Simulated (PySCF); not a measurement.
germanium monotelluride (GeTe), SMILES [Ge]=[Te] (connectivity only; charge and spin as stated), neutral, multiplicity 1.

Geometry: r2SCAN-D4/def2-TZVP. The def2 effective core potentials stand for the cores of Te; spin–orbit coupling is left out.

Method: TDA-B3LYP/def2-TZVPD (PySCF).

Vertical excitations; the highest root listed may be one member of a degenerate set. Gas-phase values at a fixed geometry. State labels are in the subgroup C2v.

```tsv
state	symmetry	energy (eV)	λ (nm)	f	main pairs
S1	A2	2.83	437	0.000	HOMO−1→LUMO+1 50 %, HOMO→LUMO 50 %
S2	A2	3.10	400	0.000	HOMO→LUMO, HOMO−1→LUMO+1 (degenerate set)
S3	A1	3.10	400	0.000	HOMO−1→LUMO, HOMO→LUMO+1 (degenerate set)
S4	B1	3.42	363	0.005	HOMO−2→LUMO (degenerate set)
S5	B2	3.42	363	0.005	HOMO−2→LUMO+1 (degenerate set)
S6	A1	5.00	248	0.084	HOMO−2→LUMO+2 31 %, HOMO→LUMO+1 30 %, HOMO−1→LUMO 30 %
S7	B1	5.79	214	0.003	HOMO−1→LUMO+2 (degenerate set)
S8	B2	5.79	214	0.003	HOMO→LUMO+2 (degenerate set)
S9	B1	6.32	196	0.204	HOMO−1→LUMO+3 (degenerate set)
S10	B2	6.32	196	0.204	HOMO→LUMO+3 (degenerate set)
T1	A1	2.23	556	0	HOMO−1→LUMO 50 %, HOMO→LUMO+1 50 %
T2	A2	2.47	501	0	HOMO→LUMO, HOMO−1→LUMO+1 (degenerate set)
T3	A1	2.47	501	0	HOMO→LUMO+1, HOMO−1→LUMO (degenerate set)
T4	B1	2.64	469	0	HOMO−2→LUMO 99 %
```
Triplets are in the Tamm–Dancoff approximation.
